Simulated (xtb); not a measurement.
C4H14OSi2, charge -1, doublet, from a rough starting geometry (a state made from the parent by changing its charge; the spin is typed, not shown lowest); xtb with GFN2-xTB.

Input for xtb:
```
$ xtb mol.xyz --gfn 2 --chrg -1 --uhf 1 --opt vtight --json

# file mol.xyz
21

C      2.11297226     1.44553091     0.18856654
Si     1.59635774    -0.30744828     0.68607269
C      2.21479191    -1.56086336    -0.50377217
O     -0.04324914    -0.28868565     0.78771724
Si    -1.56989673    -0.09954052     0.63455939
C     -2.02517986     1.70838641     0.02220189
C     -2.39727829    -1.36281918    -0.66870937
H      1.83999274     1.66662898    -0.90619854
H      1.73056543     2.26589095     0.80979407
H      3.22089812     1.58547816     0.16910354
H      1.94804285    -0.54392850     2.13653139
H      1.83940928    -2.56373356    -0.26442871
H      3.31164866    -1.64958070    -0.42655644
H      1.96371404    -1.31743866    -1.52787537
H     -2.18417980    -0.38218797     1.95620101
H     -1.55575170     1.85463624    -0.97237090
H     -3.02221874     1.87675528     0.01617497
H     -1.53148361     2.43873750     0.70513278
H     -2.13289542    -2.35231399    -0.43517495
H     -1.96549261    -1.14090234    -1.71085713
H     -3.42982107    -1.30539368    -0.71111258
```

What the program printed (banner, timings and long lists left out):

```
   ID    Z sym.   atoms
    1    6 C      1, 3, 6, 7
    2   14 Si     2, 5
    3    8 O      4
    4    1 H      8-21

           -------------------------------------------------
          |                Calculation Setup                |
           -------------------------------------------------

           -------------------------------------------------
          |                 G F N 2 - x T B                 |
           -------------------------------------------------

          ...................................................
          :                      SETUP                      :
          :.................................................:
          :  # basis functions                  54          :
          :  # atomic orbitals                  52          :
          :  # shells                           30          :
          :  # electrons                        45          :
          :  max. iterations                   250          :
          :  Hamiltonian                  GFN2-xTB          :
          :  restarted?                      false          :
          :  GBSA solvation                  false          :
          :  PC potential                    false          :
          :  electronic temp.          300.0000000     K    :
          :  accuracy                    1.0000000          :
          :  -> integral cutoff          0.2500000E+02      :
          :  -> integral neglect         0.1000000E-07      :
          :  -> SCF convergence          0.1000000E-05 Eh   :
          :  -> wf. convergence          0.1000000E-03 e    :
          :  Broyden damping             0.4000000          :
          :  net charge                         -1          :
          :  unpaired electrons                  1          :
          ...................................................

 iter      E             dE          RMSdq      gap      omega  full diag
   1    -23.5882664 -0.235883E+02  0.545E+00    0.45       0.0  T
   2    -23.6642986 -0.760322E-01  0.376E+00    0.40       1.0  T
   3    -23.6520308  0.122678E-01  0.272E+00    0.61       1.0  T
   4    -23.6141534  0.378775E-01  0.292E+00    0.34       1.0  T
   5    -23.6684659 -0.543125E-01  0.536E-01    0.62       1.0  T
   6    -23.6682370  0.228937E-03  0.414E-01    0.62       1.0  T
   7    -23.6688807 -0.643690E-03  0.891E-02    0.62       1.0  T
   8    -23.6688869 -0.621712E-05  0.579E-02    0.62       1.0  T
   9    -23.6688973 -0.103602E-04  0.186E-02    0.62       1.2  T
  10    -23.6688962  0.103374E-05  0.148E-02    0.62       1.5  T
  11    -23.6688974 -0.117139E-05  0.435E-03    0.62       5.0  T
  12    -23.6688974 -0.475147E-07  0.148E-03    0.62      14.7  T
  13    -23.6688974  0.760078E-09  0.813E-04    0.62      26.8  T
  14    -23.6688974 -0.202920E-08  0.289E-04    0.62      75.5  T

   *** convergence criteria satisfied after 14 iterations ***

         :::::::::::::::::::::::::::::::::::::::::::::::::::::
         ::                     SUMMARY                     ::
         :::::::::::::::::::::::::::::::::::::::::::::::::::::
         :: total energy             -23.363783685811 Eh    ::
         :: gradient norm              0.191078667996 Eh/a0 ::
         :: HOMO-LUMO gap              0.622032354302 eV    ::
         ::.................................................::
         :: SCC energy               -23.668779605111 Eh    ::
         :: -> isotropic ES            0.128189449853 Eh    ::
         :: -> anisotropic ES          0.022777211735 Eh    ::
         :: -> anisotropic XC          0.003912772706 Eh    ::
         :: -> dispersion             -0.016218389156 Eh    ::
         :: repulsion energy           0.304995919300 Eh    ::
         :: add. restraining           0.000000000000 Eh    ::
         :: total charge              -1.000000000000 e     ::
         :::::::::::::::::::::::::::::::::::::::::::::::::::::

      -----------------------------------------------------------
     |                   =====================                   |
     |                        A N C O P T                        |
     |                   =====================                   |
     |               Approximate Normal Coordinate               |
     |                Rational Function Optimizer                |
      -----------------------------------------------------------
      -----------------------------------------------------------
     |                   =====================                   |
     |                        A N C O P T                        |
     |                   =====================                   |
     |               Approximate Normal Coordinate               |
     |                Rational Function Optimizer                |
      -----------------------------------------------------------

          ...................................................
          :                      SETUP                      :
          :.................................................:
          :   optimization level         verytight          :
          :   max. optcycles                   420          :
          :   ANC micro-cycles                  20          :
          :   degrees of freedom                57          :
          :.................................................:
          :   RF solver                   davidson          :
          :   write xtbopt.log                true          :
          :   linear?                        false          :
          :   energy convergence         0.1000000E-06 Eh   :
          :   grad. convergence          0.2000000E-03 Eh/α :
          :   maxmium RF displ.          1.0000000          :
          :   Hlow (freq-cutoff)         0.1000000E-01      :
          :   Hmax (freq-cutoff)         5.0000000          :
          :   S6 in model hess.         20.0000000          :
          ...................................................

[...]
 * total energy  :   -23.4153496 Eh     change       -0.2129169E-05 Eh
 * total energy  :   -23.4153510 Eh     change       -0.1459372E-05 Eh
 * total energy  :   -23.4153516 Eh     change       -0.6175070E-06 Eh
 * total energy  :   -23.4153519 Eh     change       -0.2863873E-06 Eh
 * total energy  :   -23.4153522 Eh     change       -0.2500360E-06 Eh
 * total energy  :   -23.4153525 Eh     change       -0.3512381E-06 Eh
 * total energy  :   -23.4153529 Eh     change       -0.3921016E-06 Eh
 * total energy  :   -23.4153533 Eh     change       -0.3874809E-06 Eh
 * total energy  :   -23.4153537 Eh     change       -0.3638752E-06 Eh
 * total energy  :   -23.4153539 Eh     change       -0.2679984E-06 Eh
 * total energy  :   -23.4153541 Eh     change       -0.1977478E-06 Eh
 * total energy  :   -23.4153542 Eh     change       -0.7593660E-07 Eh
   *** GEOMETRY OPTIMIZATION CONVERGED AFTER 83 ITERATIONS ***
         :: total energy             -23.415354208784 Eh    ::
[...]
        12        2.0000           -0.3086914              -8.3999
        13        2.0000           -0.3078762              -8.3777
        14        2.0000           -0.3046883              -8.2910
        15        2.0000           -0.3009724              -8.1899
        16        2.0000           -0.2654036              -7.2220
        17        2.0000           -0.2584965              -7.0340
        18        2.0000           -0.2547156              -6.9312
        19        2.0000           -0.2381320              -6.4799
        20        2.0000           -0.2247394              -6.1155
        21        2.0000           -0.2146554              -5.8411
        22        2.0000           -0.2063108              -5.6140
        23        1.0000           -0.0705735              -1.9204 (HOMO)
        24                          0.0435734               1.1857 (LUMO)
        25                          0.0585664               1.5937
        26                          0.0660322               1.7968
        27                          0.0680793               1.8525
        28                          0.0761619               2.0725
        29                          0.1331638               3.6236
        30                          0.1496309               4.0717
        31                          0.1761822               4.7942
        32                          0.2273164               6.1856
        33                          0.2380417               6.4774
        34                          0.3062277               8.3329
       ...                                ...                  ...
        52                          1.1395108              31.0077
      -------------------------------------------------------------
                  HL-Gap            0.1141469 Eh            3.1061 eV
             Fermi-level           -0.0759711 Eh           -2.0673 eV

     #   Z          covCN         q      C6AA      α(0)
     1   6 C        3.648    -0.168    24.143     7.060
     2  14 Si       3.098     0.315   165.338    27.715
     3   6 C        3.648    -0.168    24.140     7.059
     4   8 O        1.204    -0.493    23.399     6.497
     5  14 Si       3.421     0.463   106.015    20.174
     6   6 C        3.646    -0.176    24.325     7.088
     7   6 C        3.646    -0.177    24.338     7.090
     8   1 H        0.925     0.002     3.025     2.720
     9   1 H        0.925    -0.035     3.741     3.025
    10   1 H        0.925    -0.022     3.464     2.910
    11   1 H        0.918    -0.104     5.716     3.739
    12   1 H        0.925    -0.034     3.730     3.020
    13   1 H        0.925    -0.021     3.459     2.909
    14   1 H        0.925     0.003     3.011     2.713
    15   1 H        0.907    -0.175     9.091     4.717
    16   1 H        0.925    -0.029     3.618     2.974
    17   1 H        0.925    -0.037     3.789     3.044
    18   1 H        0.925    -0.038     3.812     3.053
    19   1 H        0.925    -0.038     3.805     3.051
    20   1 H        0.925    -0.029     3.624     2.977
    21   1 H        0.925    -0.038     3.799     3.048

 Mol. C6AA /au·bohr⁶  :       5612.406793
 Mol. C8AA /au·bohr⁸  :     172664.191742
 Mol. α(0) /au        :        126.583132

Wiberg/Mayer (AO) data.
largest (>0.10) Wiberg bond orders for each atom

 ---------------------------------------------------------------------------
     #   Z sym  total        # sym  WBO       # sym  WBO       # sym  WBO
 ---------------------------------------------------------------------------
     1   6 C    3.961 --     9 H    1.008    10 H    1.002     8 H    1.000
                             2 Si   0.837
     2  14 Si   2.926 --    11 H    0.873     3 C    0.838     1 C    0.837
                             4 O    0.356
     3   6 C    3.961 --    12 H    1.008    13 H    1.002    14 H    1.000
                             2 Si   0.838
     4   8 O    2.232 --     5 Si   1.721     2 Si   0.356
     5  14 Si   4.179 --     4 O    1.721    15 H    0.853     6 C    0.803
                             7 C    0.801
     6   6 C    3.934 --    18 H    1.009    17 H    1.004    16 H    1.004
                             5 Si   0.803
     7   6 C    3.934 --    19 H    1.009    21 H    1.005    20 H    1.004
                             5 Si   0.801
     8   1 H    1.000 --     1 C    1.000
     9   1 H    0.999 --     1 C    1.008
    10   1 H    0.999 --     1 C    1.002
    11   1 H    0.988 --     2 Si   0.873
    12   1 H    0.999 --     3 C    1.008
    13   1 H    0.999 --     3 C    1.002
    14   1 H    1.000 --     3 C    1.000
    15   1 H    0.969 --     5 Si   0.853
    16   1 H    0.999 --     6 C    1.004
    17   1 H    0.998 --     6 C    1.004
    18   1 H    0.999 --     6 C    1.009
    19   1 H    0.999 --     7 C    1.009
    20   1 H    0.999 --     7 C    1.004
    21   1 H    0.998 --     7 C    1.005
 ---------------------------------------------------------------------------

Topologies differ in total number of bonds
Writing topology from bond orders to xtbtopo.mol

molecular dipole:
                 x           y           z       tot (Debye)
 q only:        0.784       0.085      -0.233
   full:       -0.627       0.399      -1.307       3.821
molecular quadrupole (traceless):
                xx          xy          yy          xz          yz          zz
 q only:       -5.957      -0.217      -0.746      -0.503      -1.886       6.703
  q+dip:      -10.095       1.217       3.546      -4.671      -0.530       6.548
   full:      -12.805       1.426       6.553      -4.290       0.370       6.253

optimized geometry written to: xtbopt.xyz

           -------------------------------------------------
          | TOTAL ENERGY              -23.415354208784 Eh   |
          | GRADIENT NORM               0.000126245698 Eh/α |
          | HOMO-LUMO GAP               3.106095233473 eV   |
           -------------------------------------------------
```
